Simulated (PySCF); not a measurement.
Si(H)2(PH2)2 (H₆P₂Si), SMILES [SiH2](P)P. Geometry optimised at PBE0-D3(BJ)/def2-SVP. One conformer was computed; it need not be the lowest.

Computed equilibrium geometry at PBE0-D3(BJ)/def2-SVP (PySCF confirms it by a frequency run) as a Z-matrix, and its point group (one conformer of several):
point group C2v.
```
Si
H 1 1.4949
H 1 1.4949 2 108.43
P 1 2.2683 2 107.39 3 -115.75
H 4 1.4294 1 93.76 2 -168.70
H 4 1.4294 5 93.57 1 -94.01
P 1 2.2683 2 107.39 3 115.75
H 7 1.4294 1 93.76 2 74.86
H 7 1.4294 8 93.57 1 -94.01
```
Charge 0, spin multiplicity 1.
